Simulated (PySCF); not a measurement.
# How the method changes the shape and vibrations of BCl2H2Si cation

Calculated results; nothing here was measured. They come from PySCF 2.14.0, an open-source quantum chemistry program, on an isolated molecule that a program drew, which may never have been made. The molecule is BCl2H2Si cation (charge +1, singlet), drawn as the SMILES string `B[Si+](Cl)Cl`.

The geometry was optimised and harmonic frequencies were computed with HF and MP2, all in the cc-pV(D+d)Z basis, for the commonest isotopes, with a restricted reference for singlets and an unrestricted one otherwise, and a frozen core in MP2. Each result is a local minimum of its method.

Geometry at the HF minimum:
```xyz
6
BCl2H2Si cation, angstrom
B    -2.1589    1.3196    3.2264
Si   -0.4673    0.6755    2.2860
Cl   -0.5469   -0.4096    0.6472
Cl    1.3244    1.1084    2.9724
H    -2.5974    2.3712    2.8921
H    -2.6188    0.6099    4.0600
```

Lengths of the bonds as drawn, in Å (atoms numbered as above):
| bond | HF | MP2 |
|---|---|---|
| B1-Si2 | 2.040 | 2.029 |
| Si2-Cl3 | 1.967 | 1.973 |
| Si2-Cl4 | 1.967 | 1.973 |
| B1-H5 | 1.187 | 1.197 |
| B1-H6 | 1.187 | 1.197 |

Rotational constants, in GHz:
| constant | HF | MP2 |
|---|---|---|
| A | 4.277 | 4.338 |
| B | 2.549 | 2.504 |
| C | 1.62 | 1.611 |

Harmonic frequencies in cm^-1, each column in rising order, so a row needn't be the same motion in every method:
| rank | HF | MP2 |
|---|---|---|
| 1 | 144 | 128 |
| 2 | 155 | 160 |
| 3 | 204 | 190 |
| 4 | 204 | 193 |
| 5 | 478 | ? |
| 6 | 683 | 645 |
| 7 | 731 | 723 |
| 8 | 734 | 732 |
| 9 | 941 | 908 |
| 10 | 1201 | 1139 |
| 11 | 2754 | 2683 |
| 12 | 2890 | 2820 |

**Estimate the missing MP2 frequency from the HF column.**

A single factor s that minimises the squared misfit of MP2 against s times HF over the other rows is sum(HF x MP2) / sum(HF^2) = 0.9727, with an rms misfit of 14 cm^-1. For rank 5 it gives 0.9727 x 478 = 465 cm^-1. The calculation gives 476 cm^-1, 11 cm^-1 above the estimate. The drawn bonds are on average 0.4 % longer in MP2 than in HF.
